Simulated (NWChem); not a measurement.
Isomers of C2H6O2Si, each optimised at B3LYP/6-31G* with NWChem, gas phase unless a solvent is named. Flexible species stand in one conformer each, which need not be the lowest. Pople sets run with spherical d functions. Relative energies count from the lowest isomer at each level and are electronic, without zero-point energy, on those geometries.

A: O=CC[SiH2]O
B: [SiH3]C(=O)OC
C: CC(=O)[SiH2]O

```
quantity                                                             A    B     C
----------------------------------------------------------------  ----  ---  ----
relative energy, B3LYP/def2-SVP (kcal/mol)                         0.0  [?]   1.2
relative energy, LDA (Slater exchange, VWN5)/def2-SVP (kcal/mol)   0.7  [?]   0.0
dipole (D), B3LYP/6-31G*                                          2.38  [?]  2.78
highest harmonic frequency (cm⁻¹), B3LYP/6-31G*                   3807  [?]  3647
```

**Question.** Complete the blanks.

**Answer.** 
- relative energy, B3LYP/def2-SVP (kcal/mol), B: 22.6
- relative energy, LDA (Slater exchange, VWN5)/def2-SVP (kcal/mol), B: 20.3
- dipole (D), B3LYP/6-31G*, B: 1.68
- highest harmonic frequency (cm⁻¹), B3LYP/6-31G*, B: 3187
